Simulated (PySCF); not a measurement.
# Working out the ionisation energy of Co²⁺

Co²⁺ [Ar] 3d7 (4F) → Co³⁺ [Ar] 3d6 (5D). Computed with PySCF 2.14 in pcseg-2 (6s4p3d2f1g, 56 functions), with no relativity, point nucleus. Frozen: [Ar]. Energies in hartree (1 hartree = 27.21139 eV):

| part | Co²⁺ (lower) | Co³⁺ (upper) |
| --- | --- | --- |
| UHF | -1380.584086 | -1379.432799 |
| MP2 opposite-spin | -0.086513 | -0.037790 |
| MP2 same-spin | -0.065387 | -0.052043 |

**Question.** What does Hartree-Fock give?

**Answer.** (-1379.432799) − (-1380.584086) = 1.151287 hartree = 31.328 eV.

**Question.** What do MP2 and SCS-MP2 (6/5 opposite-spin, 1/3 same-spin) give?

**Answer.** The opposite-spin parts differ by 1.326 eV and the same-spin parts by 0.363 eV. MP2: 31.328 + (1.326) + (0.363) = 33.017 eV. SCS-MP2: 31.328 + 1.2 × (1.326) + (0.363)/3 = 33.040 eV.

Reference: 33.5 ± 0.06 eV (semi-empirical (NIST evaluation); NIST Atomic Spectra Database, ionization energies), between the lowest levels; spin-orbit coupling is absent from the calculation.

The calculation is non-relativistic.

What remains against the reference includes basis incompleteness, the frozen core and correlation beyond second order.
